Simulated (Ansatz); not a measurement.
GaF₂, SMILES [F][Ga][F], multiplicity 2.

Geometry optimised at r2SCAN-D4/def2-TZVP. The multiplicity is an assumed one; other spin states were not compared. The isomer is the one that the SMILES or the coordinates give; other isomers of the formula were not compared.

Two levels are set side by side: PBE/def2-TZVPD (Ansatz, a first-principles code) and CAM-B3LYP/def2-TZVPD (Ansatz). Energy differences of separate SCF runs at the same geometry; the states with an electron removed or added have multiplicity 1 and 1. Differences are taken from unrounded values.

| quantity | PBE |
|---|---|
| vertical ionisation energy (eV) | 10.26 |
| vertical electron affinity (eV) | 2.32 |

These are the PBE values. What does CAM-B3LYP give? (The exact figures need the calculation; the answer reports its results.)


| quantity | CAM-B3LYP | PBE minus CAM-B3LYP |
|---|---|---|
| vertical ionisation energy (eV) | 10.66 | -0.40 |
| vertical electron affinity (eV) | 2.49 | -0.17 |
